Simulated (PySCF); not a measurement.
# Correlation energy of Br³⁺ (bromine, charge +3)

[Ar] 3d10 4s2 4p2, high-spin 3P determinant. All numbers are calculated (PySCF 2.14, scalar relativity by spin-free X2C-1e, in aug-cc-pVTZ-DK (7s6p4d2f, 59 functions)). Frozen: [Ar] 3d10; 4 electrons correlated.

| level | correlation energy (mhartree) |
| --- | --- |
| CCSD | -75.68 |
| (T) | -1.38 |
| CCSD(T) | -77.06 |
| CCSDT | -77.40 |

Diagnostics: T1 = 0.0056, D1 = 0.0148, largest double amplitude 0.091.

Task: Is a single reference adequate?

Result: Mostly. T1 lies below 0.03, but a double amplitude of this size points to a near-degeneracy that CCSD handles and MP2 describes poorly.
